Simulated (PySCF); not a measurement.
**Structure from 2D NMR**

Compound of formula C$_{7}$H$_{12}$N$_{2}$Si. Correlations simulated from computed shifts and the bond graph:

HSQC (one-bond C–H):
```tsv
δH	δC
9.55	159.1
9.49	155.4
7.37	134.1
0.33	-1.4
```

COSY cross peaks (H two or three bonds apart, from the bond graph; peaks can be absent where the dihedral angle is near 90°):
```tsv
δH	δH
9.49	7.37
```

HMBC (two and three bonds, from the bond graph):
```tsv
δH	δC
9.55	142.1, 134.1
9.49	142.1, 134.1
7.37	159.1, 155.4, 142.1
0.33	142.1, -1.4
```

Carbons without hydrogens: δ 142.1.

PySCF calculation with geometry: GFN2-xTB and σ from GIAO-PBE0/pcSseg-1; relativity neglected, averaged over atoms made equivalent by symmetry, fast rotation or ring inversion, no solvent model, one conformer.

Scale: TMS for ¹H, ¹³C (reference shieldings calculated alike).

Exchangeable hydrogens are left out of these lists.

**Question.** Assemble the structure.

**Answer.** SMILES C[Si](C)(C)c1ccnnc1.

Atom-mapped SMILES (the numbers label the heavy atoms): `[CH3:1][Si:2]([CH3:3])([CH3:4])[c:5]1[cH:6][cH:7][n:8][n:9][cH:10]1`; H(Xn) means a hydrogen on atom n.

δC 159.1 is C10, an aromatic CH next to a ring nitrogen (δH 9.55). δC 155.4 is C7, an aromatic CH next to a ring nitrogen (δH 9.49). δC 142.1 is C5, a substituted aromatic carbon. δC 134.1 is C6, an aromatic CH (δH 7.37). δC -1.4 is C1/C3/C4, a methyl carbon bonded to Si (δH 0.33). HMBC from δH 9.55 reaches the proton-free carbon C5. HMBC from δH 9.49 reaches the proton-free carbon C5. HMBC from δH 7.37 reaches the proton-free carbon C5. HMBC from δH 0.33 reaches the proton-free carbon C5. COSY links 9.49–7.37.

The data come from this structure; uniqueness wasn't tested.

Shifts are as computed. Against solution values, carbons near 30 ppm lie about +3 ppm off and those near 130 ppm about +5 ppm. Of 1211 compounds with measured shifts, 218 miss one by over three times the rms of a fit or turn the order of signals round; such compounds aren't used in these exercises.
